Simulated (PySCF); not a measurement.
C₄H₆BN.
Geometry (PBE0-D3(BJ)/def2-SVP, Å), atoms numbered from 1 in this order:
```xyz
12
C4H6BN angstrom
C      1.7920    1.5764   -0.6740
C      1.4893    0.4016   -0.5890
C      1.1902   -0.9882   -0.5094
C     -0.0056   -1.5312   -0.1875
B     -1.3380   -0.7936    0.1953
N     -1.4959    0.5826    0.0807
H      2.0655    2.6128   -0.7478
H      2.0418   -1.6424   -0.7387
H     -0.0225   -2.6273   -0.1827
H     -2.2766   -1.4406    0.6088
H     -2.3533    1.0522    0.3373
H     -0.7597    1.1982   -0.2457
```

Method: PBE0-D3(BJ)/def2-SVP geometry optimisation, gas phase in PySCF.

Take the most abundant isotopes and a rigid rotor. The values belong to one conformer with, in the numbering `[CH:1]#[C:2]/[CH:3]=[CH:4]\[BH:5][NH2:6]`, C3–C4–B5–N6 9°.

Give the principal moments of inertia and the rotational constants in MHz.

Ia = 89.44, Ib = 173.72, Ic = 262.79 u·Å²; 505379 MHz·u·Å²/I gives A = 5651, B = 2909, C = 1923 MHz.

What kind of rotor is it?

An asymmetric top: κ = (2 × 2909 − 5651 − 1923)/(5651 − 1923) = -0.47.

What does the inertial defect say?

Not planar: Δ = Ic − Ia − Ib = -0.37 u·Å². For a rigid frame Δ = −2 Σ m c², so Σ m c² = 0.18 u·Å² lies off the ab plane: 0.09 from hydrogen and 0.10 from heavier atoms. The atom farthest from that plane is 0.22 Å away.

Give the other two planar moments, Paa and Pbb, and the rms extents of the mass along the axes.

Paa = Σ m a² = (Ib + Ic − Ia)/2 = 173.53 and Pbb = Σ m b² = (Ia + Ic − Ib)/2 = 89.25 u·Å². With the mass M = 79.06 u, the rms extents √(P/M) along a, b and c are 1.48, 1.06, 0.05 Å.

Predict some low-J microwave lines.

The dipole components are |μa| = 0.77 D, |μb| = 1.40 D, |μc| = 0.14 D. Intensities carry the squares of the components, which stand as 0.30 : 1.00 : 0.01 (a : b : c). Some of the stronger lines:

```
type  branch         J(Ka,Kc)    MHz  lower level (cm⁻¹)
   a       Q  2(1,1) ← 2(1,2)   2958               0.542
   b       R  2(0,2) ← 1(1,1)   6702               0.253
   b       R  1(1,1) ← 0(0,0)   7574               0.000
   b       Q  3(2,1) ← 3(1,2)   7946               1.168
   b       Q  2(2,1) ← 2(1,2)  11182               0.542
   b       Q  3(2,2) ← 3(1,3)  12787               0.972
   a       R  3(0,3) ← 2(0,2)  13675               0.476
   b       Q  3(3,0) ← 3(2,1)  15287               1.433
   a       R  3(1,2) ← 2(1,1)  15818               0.641
   b       R  4(0,4) ← 3(1,3)  16377               0.972
   b       Q  4(4,0) ← 4(3,1)  22112               2.606
   b       R  3(3,0) ← 2(2,1)  30827               0.915
   b       R  4(2,2) ← 3(1,3)  34740               0.972
   b       R  4(3,2) ← 3(2,1)  34947               1.433
```

Not checked by PBE0-D3(BJ)/def2-SVP frequencies. No vibrational averaging or centrifugal distortion is included, and the geometry carries the error of its method. Quadrupole hyperfine structure (11B, 14N) is left out.
